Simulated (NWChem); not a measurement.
# CH$_{4}$SSe; SMILES CS[SeH]

```xyz
7

Se     0.0532     1.0328     0.0390
H      0.1848     1.2092    -1.4228
S     -0.6780    -1.0417     0.0125
C      0.8519    -2.0125     0.0160
H      1.4163    -1.8807    -0.9177
H      0.5345    -3.0639     0.0975
H      1.4833    -1.7612     0.8790
```
Atoms are numbered in this order, from 1.

Level: PBE0/def2-SVP (NWChem), optimised geometry, unscaled harmonic frequencies. This build's default masses of Se (78.918 u) and Br (79.917 u) are each other's, which moves their modes by up to 0.6 %.

```
frequency (cm⁻¹)  IR intensity (km/mol)
----------------  ---------------------
165                                 0.6
215                                 0.3
282                                 7.1
406                                 0.4
719                                 2.3
776                                 7.6
962                                 6.0
965                                 7.4
1324                                2.1
1429                               12.7
1450                               11.6
2398                               27.0
3059                               13.1
3173                                2.0
3189                                2.8
```

```json
{
  "zero_point_energy": "29.3 kcal/mol",
  "thermal correction to the enthalpy at 298.15 K (with zero-point energy)": "33.1 kcal/mol",
  "heat capacity Cv": "15.5 cal/(mol K)",
  "entropy at 298.15 K and 1 atm (symmetry number 1)": "73.7 cal/(mol K)",
  "dipole_moment": "1.70 D"
}
```

Rigid rotor and harmonic oscillator.
